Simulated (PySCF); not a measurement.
PySCF input (M06-L/def2-TZVPD):

```python
from pyscf import gto, scf, dft

mol = gto.M(
    atom='''
    Si   -0.07963591   -0.12208754    0.36432648
    O     1.34571780   -0.55284788    0.02732197
    F    -1.07231551    0.68133429   -0.59101628
    ''',
    basis='def2-tzvpd',
    charge=0,
    spin=1,
    verbose=4,
)

mf = dft.UKS(mol, xc='m06l').density_fit(auxbasis='def2-universal-jkfit')
mf.grids.level = 4
mf.conv_tol = 1e-9
mf.max_cycle = 100
mf.max_memory = 1500
mf.kernel()
if not mf.converged:
    mf = mf.newton()
    mf.kernel(mf.make_rdm1())
for _ in range(2):
    mo, _, stable, _ = mf.stability(return_status=True)
    if stable:
        break
    mf.kernel(mf.make_rdm1(mo, mf.mo_occ))
mf.analyze()
```

Output:

```
PySCF version 2.14.0

[INPUT] verbose = 4
[INPUT] num. atoms = 3
[INPUT] num. electrons = 31
[INPUT] charge = 0
[INPUT] spin (= nelec alpha-beta = 2S) = 1
[INPUT] symmetry False subgroup None
[INPUT] Mole.unit = angstrom
[INPUT] Symbol           X                Y                Z      unit          X                Y                Z       unit  Magmom
[INPUT]  1 Si    -0.079635910000  -0.122087540000   0.364326480000 AA   -0.150490059581  -0.230712013822   0.688477267127 Bohr   0.0
[INPUT]  2 O      1.345717800000  -0.552847880000   0.027321970000 AA    2.543038082952  -1.044731081746   0.051631040484 Bohr   0.0
[INPUT]  3 F     -1.072315510000   0.681334290000  -0.591016280000 AA   -2.026382633023   1.287535207375  -1.116858904359 Bohr   0.0

nuclear repulsion = 94.3123823876967
number of shells = 43
number of NR pGTOs = 179
number of NR cGTOs = 123
basis = def2-tzvpd
ecp = {}

******** <class 'pyscf.df.df_jk.DFUKS'> ********
method = DFUKS
initial guess = minao
damping factor = 0
level_shift factor = 0
DIIS = <class 'pyscf.scf.diis.CDIIS'>
diis_start_cycle = 1
diis_space = 8
diis_damp = 0
SCF conv_tol = 1e-09
SCF conv_tol_grad = None
SCF max_cycles = 100
direct_scf = False
number electrons alpha = 16  beta = 15
XC library pyscf.dft.libxc version 7.1.2
    S. Lehtola, C. Steigemann, M. J. T. Oliveira, and M. A. L. Marques,  SoftwareX 7, 1–5 (2018)
XC functionals = m06l
    Y. Zhao and D. G. Truhlar,  J. Chem. Phys. 125, 194101 (2006)
    Y. Zhao and D. G. Truhlar,  J. Chem. Phys. 125, 194101 (2006)
    Y. Zhao and D. G. Truhlar,  Theor. Chem. Acc. 120, 215 (2008)
radial grids:
    Treutler-Ahlrichs [JCP 102, 346 (1995); DOI:10.1063/1.469408] (M4) radial grids

becke partition: Becke, JCP 88, 2547 (1988); DOI:10.1063/1.454033
pruning grids: <function nwchem_prune>
grids dens level: 4
symmetrized grids: False
atomic radii adjust function: <function treutler_atomic_radii_adjust>
small_rho_cutoff = 0
Set gradient conv threshold to 3.16228e-05
tot grids = 86016
init E= -464.825851823451
  alpha nocc = 16  HOMO = -0.242518886406216  LUMO = -0.0865510003078924
  beta  nocc = 15  HOMO = -0.442281581887474  LUMO = -0.242518886406209

WARN: HOMO -0.242518886406216 >= LUMO -0.242518886406209

cycle= 1 E= -464.333082160137  delta_E= 0.493  |g|= 0.85  |ddm|= 1.37
  alpha nocc = 16  HOMO = -0.0778576604717975  LUMO = 0.0104816254268194
[...]
  beta  nocc = 15  HOMO = -0.291577981237408  LUMO = -0.194670006883833
  HOMO = -0.260540168378  LUMO = -0.194670006884  gap/eV = 1.79242
Extra cycle  E= -464.632820502788  delta_E= 2.03e-10  |g|= 2.29e-05  |ddm|= 2.46e-05
converged SCF energy = -464.632820502788  <S^2> = 0.75483753  2S+1 = 2.0048317
uhf_internal: lowest eigs of H = [0.51530217 0.52770313 0.53874847]
<class 'pyscf.df.df_jk.DFUKS'> wavefunction is stable in the internal stability analysis
**** SCF Summaries ****
Total Energy =                        -464.632820502787808
Nuclear Repulsion Energy =              94.312382387696715
One-electron Energy =                 -831.965227556959576
Two-electron Energy =                  273.020024666475024
Two-electron Coulomb Energy =          313.014374444652390
DFT Exchange-Correlation Energy =      -39.994349778177366
HOMO-LUMO gap [eV] =                     1.792418391615827
**** MO energy ****
                             alpha | beta                alpha | beta
MO #1   energy= -65.8996448382526  | -65.8966718708718  occ= 1 | 1
MO #2   energy= -24.539643880943   | -24.5365310292364  occ= 1 | 1
MO #3   energy= -18.9705885023995  | -18.9631421235546  occ= 1 | 1
MO #4   energy= -5.31187637090115  | -5.30961027298127  occ= 1 | 1
MO #5   energy= -3.62552742609857  | -3.62258099395832  occ= 1 | 1
MO #6   energy= -3.62133071323624  | -3.61816827353977  occ= 1 | 1
MO #7   energy= -3.61820309175337  | -3.61403968607342  occ= 1 | 1
MO #8   energy= -1.21550841090745  | -1.20840758986634  occ= 1 | 1
MO #9   energy= -0.940995813073712 | -0.919152539607325 occ= 1 | 1
MO #10  energy= -0.52997423097132  | -0.516651563536428 occ= 1 | 1
MO #11  energy= -0.441666742052691 | -0.437242902875787 occ= 1 | 1
MO #12  energy= -0.439973380320918 | -0.432690665596188 occ= 1 | 1
MO #13  energy= -0.394064963455348 | -0.364685043070445 occ= 1 | 1
MO #14  energy= -0.310773302495982 | -0.303803012479504 occ= 1 | 1
MO #15  energy= -0.308266322314803 | -0.291577981237408 occ= 1 | 1
MO #16  energy= -0.260540168377937 | -0.194670006883833 occ= 1 | 0
MO #17  energy= -0.0958544822016805 | -0.0634707960861576 occ= 0 | 0
MO #18  energy= -0.00804056142218812 | 0.00998877683227603 occ= 0 | 0
MO #19  energy= 0.0220794997152386 | 0.0425766968688572 occ= 0 | 0
MO #20  energy= 0.0293959491517861 | 0.0484001790438957 occ= 0 | 0
MO #21  energy= 0.063219983818215  | 0.086982294447681  occ= 0 | 0
MO #22  energy= 0.07127040104222   | 0.0876161022451942 occ= 0 | 0
MO #23  energy= 0.0717431039895128 | 0.0962113479724216 occ= 0 | 0
MO #24  energy= 0.0966257541171029 | 0.105188310442666  occ= 0 | 0
MO #25  energy= 0.0996268465581324 | 0.108235626473009  occ= 0 | 0
MO #26  energy= 0.113536300762076  | 0.122636155995138  occ= 0 | 0
MO #27  energy= 0.121275455403386  | 0.134660166866111  occ= 0 | 0
MO #28  energy= 0.128138273653289  | 0.151404753904245  occ= 0 | 0
MO #29  energy= 0.169424982874924  | 0.183605906009626  occ= 0 | 0
MO #30  energy= 0.170442381723481  | 0.19624902675072   occ= 0 | 0
MO #31  energy= 0.183775319713143  | 0.211151759110785  occ= 0 | 0
MO #32  energy= 0.254734044237772  | 0.269458145179662  occ= 0 | 0
MO #33  energy= 0.267238811096437  | 0.290553664606575  occ= 0 | 0
MO #34  energy= 0.285230221390728  | 0.306988339574074  occ= 0 | 0
MO #35  energy= 0.294428818171083  | 0.310644455081755  occ= 0 | 0
MO #36  energy= 0.29982264749171   | 0.317986500938519  occ= 0 | 0
MO #37  energy= 0.337497662370137  | 0.341388839139288  occ= 0 | 0
MO #38  energy= 0.349765733548987  | 0.358380954188489  occ= 0 | 0
MO #39  energy= 0.357883555667956  | 0.383530461014055  occ= 0 | 0
MO #40  energy= 0.385992355967965  | 0.398210917590186  occ= 0 | 0
MO #41  energy= 0.457614032528298  | 0.470363327018446  occ= 0 | 0
MO #42  energy= 0.463381401372022  | 0.470555043898059  occ= 0 | 0
MO #43  energy= 0.517769723825258  | 0.522184347000859  occ= 0 | 0
MO #44  energy= 0.52644582657185   | 0.531301089563386  occ= 0 | 0
MO #45  energy= 0.529716843803331  | 0.533070040338174  occ= 0 | 0
MO #46  energy= 0.542196881474128  | 0.542299427859719  occ= 0 | 0
MO #47  energy= 0.543743208791793  | 0.554749429741077  occ= 0 | 0
MO #48  energy= 0.572254763215436  | 0.58538436593563   occ= 0 | 0
MO #49  energy= 0.617674890910645  | 0.622122278110062  occ= 0 | 0
MO #50  energy= 0.639344039517794  | 0.645256012378655  occ= 0 | 0
MO #51  energy= 0.679700271563021  | 0.693294042287713  occ= 0 | 0
MO #52  energy= 0.711837364563407  | 0.719732786347343  occ= 0 | 0
MO #53  energy= 0.748389684190835  | 0.750749004102852  occ= 0 | 0
MO #54  energy= 0.773608863582318  | 0.78299623496178   occ= 0 | 0
MO #55  energy= 0.81344109002249   | 0.820507487602353  occ= 0 | 0
MO #56  energy= 0.840449602970289  | 0.845101683767911  occ= 0 | 0
MO #57  energy= 0.901261301724678  | 0.908401505217245  occ= 0 | 0
MO #58  energy= 0.92515491475164   | 0.940168147098796  occ= 0 | 0
MO #59  energy= 0.989833211630396  | 1.00368383743262   occ= 0 | 0
MO #60  energy= 0.994596924086857  | 1.01880028522408   occ= 0 | 0
MO #61  energy= 1.00239469005191   | 1.02324709582077   occ= 0 | 0
MO #62  energy= 1.02719246887153   | 1.03059590892      occ= 0 | 0
MO #63  energy= 1.07051914560506   | 1.08389619228138   occ= 0 | 0
MO #64  energy= 1.10372991511682   | 1.12556264940545   occ= 0 | 0
MO #65  energy= 1.10636440839913   | 1.1533374319653    occ= 0 | 0
MO #66  energy= 1.13261141898014   | 1.17045245649514   occ= 0 | 0
MO #67  energy= 1.18085793057303   | 1.19686571822956   occ= 0 | 0
MO #68  energy= 1.23006113590103   | 1.23711047432222   occ= 0 | 0
MO #69  energy= 1.33744911428277   | 1.36040567537985   occ= 0 | 0
MO #70  energy= 1.35036568400239   | 1.36405806247526   occ= 0 | 0
MO #71  energy= 1.42121319736512   | 1.45853903194649   occ= 0 | 0
MO #72  energy= 1.49633415118666   | 1.50595472903268   occ= 0 | 0
MO #73  energy= 1.50030171014665   | 1.51889290933317   occ= 0 | 0
MO #74  energy= 1.63245625371203   | 1.65673257953071   occ= 0 | 0
MO #75  energy= 1.80360953449097   | 1.80682851205107   occ= 0 | 0
MO #76  energy= 1.82541178674082   | 1.83540268619932   occ= 0 | 0
MO #77  energy= 1.94786805428286   | 1.96121540926561   occ= 0 | 0
MO #78  energy= 2.07979427089282   | 2.09522651480695   occ= 0 | 0
MO #79  energy= 2.09792186032753   | 2.12040530204533   occ= 0 | 0
MO #80  energy= 2.28065196224272   | 2.28636928450307   occ= 0 | 0
MO #81  energy= 2.28777139818911   | 2.29054154488283   occ= 0 | 0
MO #82  energy= 2.34552371867203   | 2.36517473727093   occ= 0 | 0
MO #83  energy= 2.44958489742212   | 2.45731115098552   occ= 0 | 0
MO #84  energy= 2.5584172591122    | 2.57549387141954   occ= 0 | 0
MO #85  energy= 2.7516003557793    | 2.75819212722787   occ= 0 | 0
MO #86  energy= 2.87922588500408   | 2.88802801197971   occ= 0 | 0
MO #87  energy= 3.03824181362174   | 3.05445585910306   occ= 0 | 0
MO #88  energy= 3.1352301718957    | 3.1583931530182    occ= 0 | 0
MO #89  energy= 3.41219598358447   | 3.4133916497667    occ= 0 | 0
MO #90  energy= 3.52503517354339   | 3.53212570938969   occ= 0 | 0
MO #91  energy= 3.7613391002393    | 3.78710708340639   occ= 0 | 0
MO #92  energy= 3.9045745541013    | 3.91728109397679   occ= 0 | 0
MO #93  energy= 4.27558342186686   | 4.28491534233794   occ= 0 | 0
MO #94  energy= 5.28182938087667   | 5.29616874772449   occ= 0 | 0
MO #95  energy= 5.28364358004575   | 5.29720939448165   occ= 0 | 0
MO #96  energy= 5.34448826939178   | 5.3736132555166    occ= 0 | 0
MO #97  energy= 5.36890275889665   | 5.39896975066569   occ= 0 | 0
MO #98  energy= 5.4027426300789    | 5.43622070357558   occ= 0 | 0
MO #99  energy= 5.43663724626141   | 5.47434800286102   occ= 0 | 0
MO #100 energy= 5.54595307332086   | 5.57696657396821   occ= 0 | 0
MO #101 energy= 6.16179554120555   | 6.16706753830673   occ= 0 | 0
MO #102 energy= 6.29767229129101   | 6.30718513583527   occ= 0 | 0
MO #103 energy= 6.53122141157737   | 6.55532866817409   occ= 0 | 0
MO #104 energy= 6.55532705907687   | 6.57737605225764   occ= 0 | 0
[...]
```

It need not be the lowest isomer of its formula.
